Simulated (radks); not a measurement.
The numbers below are computed, except where a source is named.
Species: Cd IV. Configuration: [Ar] 3d10 4s2 4p4 4d9 5p2 (not the ground configuration).

Level of theory: scalar-relativistic Kohn-Sham, SOGGA, spin-unpolarised, spherical densities, point nucleus (a radial shooting solver on a logarithmic mesh with Libxc functionals).

Energy parts (hartree):
total: -5583.19119
kinetic: 5809.88658
electron-nucleus: -13416.81488
Hartree: 2172.85511
exchange-correlation: -149.11801

Orbitals (lengths in bohr, moments of r in powers of bohr):
| orbital | occ. | eigenvalue (hartree) | <r^2> |
|---|---|---|---|
| 1s | 2 | -976.4612 | 0.001250 |
| 2s | 2 | -146.7613 | 0.02045 |
| 2p | 6 | -131.9366 | 0.01611 |
| 3s | 2 | -29.03226 | 0.1468 |
| 3p | 6 | -24.16705 | 0.1479 |
| 3d | 10 | -16.54559 | 0.1330 |
| 4s | 2 | -5.80865 | 0.8418 |
| 4p | 4 | -4.34112 | 0.9865 |
| 4d | 9 | -2.18553 | 1.458 |
| 5p | 2 | -1.05879 | 6.711 |

The highest occupied level is 5p at -28.811 eV. The density falls to 0.001 e/bohr^3 at r = 3.89 bohr.
